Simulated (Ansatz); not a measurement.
Start from `[CH]1=[N][AlH]1` and change one atom or group to get `[F][Al]1[CH]=[N]1`.

Ansatz, PBE0-D4/def2-TZVP geometries, multiplicity 1. 

```json
{"property": "HOMO–LUMO gap (PBE0/def2-TZVPP) / eV", "`[CH]1=[N][AlH]1`": "4.39"}
{"property": "LUMO energy (PBE/def2-TZVPP) / eV", "`[CH]1=[N][AlH]1`": "-2.01"}
{"property": "HOMO energy (PBE0/def2-TZVPP) / eV", "`[CH]1=[N][AlH]1`": "-5.59"}
{"property": "HOMO energy (PBE/def2-TZVPP) / eV", "`[CH]1=[N][AlH]1`": "-4.49"}
{"property": "size of the dipole moment (B3LYP/def2-TZVPP) / D", "`[CH]1=[N][AlH]1`": "2.50"}
{"property": "ideal-gas entropy at 298 K and 1 bar (rigid rotor, harmonic PBE0-D4/def2-TZVP) / J/(mol·K)", "`[CH]1=[N][AlH]1`": "263"}
```

Q: Give the same properties after the change, and the shifts. (An estimate is asked.)

A: The calculation gave: 
| property | `[F][Al]1[CH]=[N]1` | shift |
| --- | --- | --- |
| HOMO–LUMO gap (PBE0/def2-TZVPP) / eV | 4.01 | -0.38 |
| LUMO energy (PBE/def2-TZVPP) / eV | -2.76 | -0.75 |
| HOMO energy (PBE0/def2-TZVPP) / eV | -5.90 | -0.31 |
| HOMO energy (PBE/def2-TZVPP) / eV | -4.70 | -0.21 |
| size of the dipole moment (B3LYP/def2-TZVPP) / D | 1.79 | -0.71 |
| ideal-gas entropy at 298 K and 1 bar (rigid rotor, harmonic PBE0-D4/def2-TZVP) / J/(mol·K) | 286 | 23 |

With PBE0 the HOMO falls by 0.31 eV and the LUMO falls by 0.68 eV, so the gap narrows by about 0.37 eV. PBE moves the HOMO by -0.21 eV and ωB97M-V by -0.36 eV. Dipoles are sizes alone; their direction can turn.

B3LYP here is the variant with VWN-RPA as its local correlation; programs differ in this.
